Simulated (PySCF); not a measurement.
H3Cl2OSiTi, charge +2, quartet, geometry from GFN2-xTB of the parent state (such geometries of metal compounds can be far from the true shape) (the multiplicity is a formal guess); TPSS/STO-3G (PySCF).

The PySCF input:
```python
from pyscf import gto, scf, dft

mol = gto.Mole()
mol.atom = '''
    Ti   -0.37754419    0.51301646    0.66708563
    Cl   -0.20566171   -1.44874539    1.45970201
    Cl    1.66186389    1.08867110    0.54090390
    O    -0.88421066    0.31736393   -0.90706824
    Si   -0.56543591   -0.42665482   -2.38931337
    H    -0.28766120    0.69529194   -3.29376220
    H    -1.79420170   -1.17020442   -2.68516088
    H     0.62218578   -1.25593064   -2.00032839
'''
mol.basis = 'sto-3g'
mol.charge = 2
mol.spin = 3
mol.verbose = 4
mol.build()

mf = dft.UKS(mol)
mf.xc = 'tpss'
mf.kernel()
```

Output, abridged:

```
PySCF version 2.14.0

[INPUT] verbose = 4
[INPUT] num. atoms = 8
[INPUT] num. electrons = 79
[INPUT] charge = 2
[INPUT] spin (= nelec alpha-beta = 2S) = 3
[INPUT] symmetry False subgroup None
[INPUT] Mole.unit = angstrom
[INPUT] Symbol           X                Y                Z      unit          X                Y                Z       unit  Magmom
[...]
nuclear repulsion = 528.305649261777
number of shells = 29
number of NR pGTOs = 159
number of NR cGTOs = 53
basis = sto-3g
ecp = {}

******** <class 'pyscf.dft.uks.UKS'> ********
method = UKS
initial guess = minao
damping factor = 0
level_shift factor = 0
DIIS = <class 'pyscf.scf.diis.CDIIS'>
diis_start_cycle = 1
diis_space = 8
diis_damp = 0
SCF conv_tol = 1e-09
SCF conv_tol_grad = None
SCF max_cycles = 50
direct_scf = True
direct_scf_tol = 1e-13
number electrons alpha = 41  beta = 38
XC library pyscf.dft.libxc version 7.1.2
    S. Lehtola, C. Steigemann, M. J. T. Oliveira, and M. A. L. Marques,  SoftwareX 7, 1–5 (2018)
XC functionals = tpss
    J. Tao, J. P. Perdew, V. N. Staroverov, and G. E. Scuseria,  Phys. Rev. Lett. 91, 146401 (2003)
    J. P. Perdew, J. Tao, V. N. Staroverov, and G. E. Scuseria,  J. Chem. Phys. 120, 6898 (2004)
    J. Tao, J. P. Perdew, V. N. Staroverov, and G. E. Scuseria,  Phys. Rev. Lett. 91, 146401 (2003)
    J. P. Perdew, J. Tao, V. N. Staroverov, and G. E. Scuseria,  J. Chem. Phys. 120, 6898 (2004)
radial grids:
    Treutler-Ahlrichs [JCP 102, 346 (1995); DOI:10.1063/1.469408] (M4) radial grids

becke partition: Becke, JCP 88, 2547 (1988); DOI:10.1063/1.454033
pruning grids: <function nwchem_prune>
grids dens level: 3
symmetrized grids: False
atomic radii adjust function: <function treutler_atomic_radii_adjust>
small_rho_cutoff = 0
Set gradient conv threshold to 3.16228e-05
tot grids = 121352
init E= -2112.38853534992

cycle= 1 E= -2112.14248355662  delta_E= 0.246  |g|= 0.575  |ddm|= 2.79

cycle= 2 E= -2107.90501346955  delta_E= 4.24  |g|= 2.28  |ddm|= 5.47

cycle= 3 E= -2112.40673245739  delta_E= -4.5  |g|= 0.536  |ddm|= 4.67

cycle= 4 E= -2112.07344385226  delta_E= 0.333  |g|= 0.896  |ddm|= 1.91

cycle= 5 E= -2112.48097889507  delta_E= -0.408  |g|= 0.36  |ddm|= 1.89

cycle= 6 E= -2112.46929229631  delta_E= 0.0117  |g|= 0.371  |ddm|= 1.16

cycle= 7 E= -2112.61200938046  delta_E= -0.143  |g|= 0.201  |ddm|= 1.05

cycle= 8 E= -2112.6581469814  delta_E= -0.0461  |g|= 0.123  |ddm|= 0.372

cycle= 9 E= -2112.62675215693  delta_E= 0.0314  |g|= 0.231  |ddm|= 1.43

[...]

cycle= 20 E= -2112.6473174333  delta_E= -0.00415  |g|= 0.172  |ddm|= 1.43

cycle= 21 E= -2112.65962207966  delta_E= -0.0123  |g|= 0.147  |ddm|= 0.122

cycle= 22 E= -2112.65889932491  delta_E= 0.000723  |g|= 0.161  |ddm|= 1.35

cycle= 23 E= -2112.66018747946  delta_E= -0.00129  |g|= 0.147  |ddm|= 0.0992

cycle= 24 E= -2112.63374623896  delta_E= 0.0264  |g|= 0.199  |ddm|= 1.41

cycle= 25 E= -2112.64061592671  delta_E= -0.00687  |g|= 0.184  |ddm|= 0.0497

cycle= 26 E= -2112.66293921059  delta_E= -0.0223  |g|= 0.134  |ddm|=  1.4

cycle= 27 E= -2112.64391847397  delta_E= 0.019  |g|= 0.178  |ddm|= 1.41

cycle= 28 E= -2112.65942012908  delta_E= -0.0155  |g|= 0.149  |ddm|= 1.42

cycle= 29 E= -2112.6604928141  delta_E= -0.00107  |g|= 0.135  |ddm|=  1.4

cycle= 30 E= -2112.68675982301  delta_E= -0.0263  |g|= 0.0573  |ddm|= 1.14

cycle= 31 E= -2112.68039679723  delta_E= 0.00636  |g|= 0.0796  |ddm|= 1.34

cycle= 32 E= -2112.6718665519  delta_E= 0.00853  |g|= 0.116  |ddm|= 1.04

cycle= 33 E= -2112.66253480991  delta_E= 0.00933  |g|= 0.143  |ddm|= 1.29

cycle= 34 E= -2112.66383753257  delta_E= -0.0013  |g|= 0.138  |ddm|= 0.0343

cycle= 35 E= -2112.66328570134  delta_E= 0.000552  |g|= 0.138  |ddm|= 0.0172

cycle= 36 E= -2112.68886076927  delta_E= -0.0256  |g|= 0.0441  |ddm|= 0.724

cycle= 37 E= -2112.66844603841  delta_E= 0.0204  |g|= 0.124  |ddm|= 0.673

cycle= 38 E= -2112.66897287427  delta_E= -0.000527  |g|= 0.124  |ddm|= 0.349

cycle= 39 E= -2112.67345128207  delta_E= -0.00448  |g|= 0.109  |ddm|= 0.538

cycle= 40 E= -2112.65795885516  delta_E= 0.0155  |g|= 0.156  |ddm|=  1.4

cycle= 41 E= -2112.65521681769  delta_E= 0.00274  |g|= 0.162  |ddm|= 0.382

cycle= 42 E= -2112.65548802859  delta_E= -0.000271  |g|= 0.162  |ddm|= 0.0259

cycle= 43 E= -2112.65424726154  delta_E= 0.00124  |g|= 0.164  |ddm|= 0.0235

cycle= 44 E= -2112.64811442891  delta_E= 0.00613  |g|= 0.172  |ddm|= 0.0918

cycle= 45 E= -2112.63554738337  delta_E= 0.0126  |g|= 0.205  |ddm|= 0.124

cycle= 46 E= -2112.63088442952  delta_E= 0.00466  |g|= 0.211  |ddm|= 0.0389

cycle= 47 E= -2112.63220072906  delta_E= -0.00132  |g|= 0.21  |ddm|= 0.0316

cycle= 48 E= -2112.5856695496  delta_E= 0.0465  |g|= 0.288  |ddm|=  1.5

cycle= 49 E= -2112.62608057789  delta_E= -0.0404  |g|= 0.223  |ddm|= 0.298

cycle= 50 E= -2112.64169972427  delta_E= -0.0156  |g|= 0.189  |ddm|= 0.119
SCF not converged.
SCF energy = -2112.64169972427 after 50 cycles  <S^2> = 3.7566091  2S+1 = 4.0033032
```

The run did not converge; its last values are not results.
